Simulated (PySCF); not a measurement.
**CaS⁻: frontier orbitals**

PBE0 at R = 2.413 Å; PySCF, no relativity, basis sets Ca def2-SVPD, S def2-SVPD. State: ²Σ⁺ (doublet), unpaired electrons σ ↑. Only the outer orbitals are listed, counted within each symmetry.

| spin | orbital | occ. | ε (eV) | on Ca (%) | main shells (%) |
| --- | --- | --- | --- | --- | --- |
| α | 3π | 1 | -25.03 | 100 | 100 Ca p |
| α | 3π | 1 | -25.03 | 100 | 100 Ca p |
| α | 8σ | 1 | -24.88 | 99 | 99 Ca p |
| α | 9σ | 1 | -11.23 | 3 | 96 S s |
| α | 10σ | 1 | -1.55 | 24 | 75 S p, 17 Ca s |
| α | 4π | 1 | -0.85 | 11 | 88 S p |
| α | 4π | 1 | -0.85 | 11 | 88 S p |
| α | 11σ | 1 | -0.18 | 89 | 60 Ca s, 28 Ca p, 10 S p |
| α | 5π | 0 | 2.24 | 108 | 97 Ca p, 12 Ca d |
| α | 5π | 0 | 2.24 | 108 | 97 Ca p, 12 Ca d |
| β | 3π | 1 | -24.98 | 100 | 100 Ca p |
| β | 3π | 1 | -24.98 | 100 | 100 Ca p |
| β | 8σ | 1 | -24.76 | 99 | 99 Ca p |
| β | 9σ | 1 | -11.10 | 4 | 96 S s |
| β | 10σ | 1 | -1.22 | 18 | 81 S p, 12 Ca s |
| β | 4π | 1 | -0.82 | 11 | 88 S p |
| β | 4π | 1 | -0.82 | 11 | 88 S p |
| β | 11σ | 0 | 1.56 | 101 | 82 Ca s, 15 Ca p |

Q: Which are the highest filled and the lowest empty level, where do they sit, and how wide is the gap?

A: Highest filled α 11σ at -0.18 eV (in %: 60 Ca s, 28 Ca p, 10 S p); lowest empty β 11σ at 1.56 eV (in %: 82 Ca s, 15 Ca p); the gap at PBE0 is 1.74 eV. An empty level above zero is unbound, and its energy depends on the basis.

```
bond order (Mayer)                                                                                                : 1.29
⟨S²⟩                                                                                                              : 0.752
charge on Ca (Mulliken, basis-dependent)                                                                          : 0.22
charge on Ca (Löwdin, basis-dependent)                                                                            : -0.02
dipole moment (positive dipole points towards S; it is taken about the centre of mass and depends on that origin) : -3.16 D
polarisability along the bond                                                                                     : 258.7 bohr³
polarisability across the bond                                                                                    : 279.4 bohr³
```

Shares are Mulliken populations and can fall outside 0 to 100 %.

The state is the lowest determinant that a PBE0 search found; another state may lie lower at other levels.
